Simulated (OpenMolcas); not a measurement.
Os4+ with 6 ligands (fluoride) in octahedral coordination (Oh). A charge of +0.333 e stands 3.2 Å behind each ligand. Ligand basis ANO-RCC-VDZP.

```
Program             : OpenMolcas 26.06
Method              : SS-CASPT2, IPEA 0.25 Eh, imaginary shift 0.1 Eh (closed shells correlated: 5s 5p and the ligand valence shells)
Basis               : ANO-RCC-VDZP [7s6p4d2f1g]
Scalar Hamiltonian  : DKH2, point nucleus
Active space        : 4 electrons in 5 orbitals (5d)
State averaging     : 2S+1 = 5 even, 5 roots; 2S+1 = 3 even, 45 roots; 2S+1 = 1 even, 50 roots
Spin-orbit coupling : RASSI with atomic mean-field integrals over the reference wave functions
```

All ligands move together. At R = 1.94 Å the first state of the same spin is 29930 cm-1, and at R = 1.99 Å it is 26770 cm-1.

Task: A third run gives 34440 cm-1. What distance was it run at?

Result: With a power law R^-n the two known points give n = -ln(26770 / 29930) / ln(1.99 / 1.94) = 4.38. Then R = 1.94 × (29930 / 34440)^(1/4.38) = 1.879 Å. The run was at 1.88 Å, so the estimate is off by -0.001 Å.

Roots that are degenerate in the reference are averaged as groups; the widest CASPT2 spread within a group is 580 cm-1 (the 3-fold group of multiplicity 3 near 93800 cm-1 above the lowest state of its run, R = 1.99). Shifts and gaps below about the spread of the groups concerned are not significant. Over all roots computed the reference weight is 0.69 to 0.71 in R = 1.88, 0.69 to 0.71 in R = 1.94, 0.68 to 0.71 in R = 1.99; a low but even weight reflects the number of correlated electrons. Ligand-to-metal charge-transfer states are missing. With no ligand orbital active B as a rule stays too high, so bands that hang on it stand too high and its fall with covalency is understated. With one d shell and no ligand orbital active, 10Dq can be off by a tenth or more. The least metal-like active orbital is 73 % on the metal (Löwdin) and no ligand orbital is active, so the numbers are rough (holds for R = 1.88). The least metal-like active orbital is 74 % on the metal (Löwdin) and no ligand orbital is active, so the numbers are rough (holds for R = 1.94). The least metal-like active orbital is 75 % on the metal (Löwdin) and no ligand orbital is active, so the numbers are rough (holds for R = 1.99). No measured value stands beside these numbers; the geometry was imposed, not optimised, and the real ion may take another.
